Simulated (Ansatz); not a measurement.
A made-up structure of CH3ClGa (charge -1), singlet:

| atom | x (Å) | y (Å) | z (Å) |
| --- | --- | --- | --- |
| C1 | -0.2692 | -0.7405 | -0.9525 |
| Ga2 | 0.0958 | 0.6790 | 0.4711 |
| Cl3 | 1.0292 | -0.0077 | 2.7387 |
| H4 | -0.0634 | -1.9275 | -0.7819 |
| H5 | -0.7156 | -0.4393 | -2.0455 |
| H6 | -0.0768 | 2.4361 | 0.5701 |

It is relaxed with PBE-D4/def2-SVPD and then PBE0-D4/def2-TZVPD (Ansatz 0.2.0). Atoms count as bonded within 1.22 times the sum of their covalent radii (H–H: 0.88 Å). The end point is not checked to be a true minimum.

Task: Does its bonding change? (Judge from chemistry; the calculation decides.)

Result: By the calculation: No: no bond forms or breaks.

Where it ends: The first stage lowers the energy by 1.07 eV in 5 steps. It ends as CH₃ClGa ([CH2][GaH][Cl]), total charge -1:
```csv
atom,x (Å),y (Å),z (Å)
C1,-0.2405,-0.6608,-0.8503
Ga2,0.0852,0.6069,0.4200
Cl3,0.9186,-0.0082,2.4438
H4,-0.0561,-1.7202,-0.6967
H5,-0.6389,-0.3931,-1.8266
H6,-0.0683,2.1754,0.5098
```

Labels in which every atom is bracketed show which atoms are joined, not bond orders.

For scale, one of the runs: PBE0-D4/def2-TZVPD relaxation, 164 basis functions, launched by `ansatz run in.yaml --threads 2 --pin off --events-out ev --progress --plain --max-ram 4352MiB`. Hardware: 2 CPU threads of an Intel Xeon Platinum 8259CL, shared host. Wall time about 32 s.
